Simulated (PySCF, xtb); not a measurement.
MoO₃, SMILES [Mo](=[O])(=[O])=[O], multiplicity 1.

Harmonic wavenumbers (cm⁻¹) from GFN2-xTB (xtb) at its own minimum, in rising order: 198, 284, 284, 839, 839, 840.

What does PBE-D3(BJ)/def2-TZVP (PySCF) give at its own minimum? (An estimate is asked for; the answer gives what the named calculation found.)

267, 334, 334, 943, 943, 979. Paired by order, the mean absolute difference is 86 cm⁻¹ and the zero-point energies are 4.7 and 5.4 kcal/mol.
